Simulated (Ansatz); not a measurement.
Ansatz (an electronic-structure program) input (RI-MP2/aug-cc-pVQZ):
A basis named .json is the Basis Set Exchange file of that set.

Ansatz 0.2 input:
```yaml
crystal:
  periodic: [false, false, false]
  atoms:
    - {symbol: B, position_ang: [-0.33798655, 0.09072788, -0.26029403]}
    - {symbol: F, position_ang: [0.16984528, 1.06678607, 0.49152463]}
    - {symbol: H, position_ang: [-1.29656343, 0.31832136, -0.94508974]}
    - {symbol: N, position_ang: [0.12028459, -1.22942007, -0.18464519]}
    - {symbol: H, position_ang: [0.61589645, -1.76709498, -0.88464550]}
basis:
  gaussian:
    orbitals: aug-cc-pVQZ
    fitting: {mean_field: def2-universal-jkfit, correlation: aug-cc-pVQZ-RIFIT.json}
magnetization: {spin_polarized: true, initial_magnetization: 1}
correlation: {method: mp2, electrons: outside_noble_gas}
```

Output:

```
Functional definition: HF
integrals: 0.36 GiB planned
265 factors; integrals over basis functions are off by at most 4.4e0 eV
mean field: 0.91 GiB planned
mean field evaluation 1: about -4890.9721 eV, gradient 2.4e1 eV
mean field evaluation 2: about -4893.3147 eV, gradient 1.4e1 eV
mean field evaluation 4: about -4894.1271 eV, gradient 1.3e0 eV
mean field evaluation 8: about -4894.1829 eV, gradient 9.9e-2 eV
mean field evaluation 16: about -4894.1668 eV, gradient 1.1e0 eV
mean field -4894.18295163 eV, -179.8579060762 hartree, gradient 9.1e-7 eV, S^2 0.761989; 4 other end points of the search recorded, 0 dependent functions left out
3 core orbitals not correlated
664 factors; their error is unknown
reference -4894.18295163 eV, -179.8579060762 hartree; 9, 8 occupied and 320, 321 virtual orbitals, 664 factors
second order -15.40497628 eV of doubles, -0.00000000 eV of singles
Total energy: -4909.58792792 eV, -180.4240285128 hartree
```

It need not be the lowest isomer of its formula.
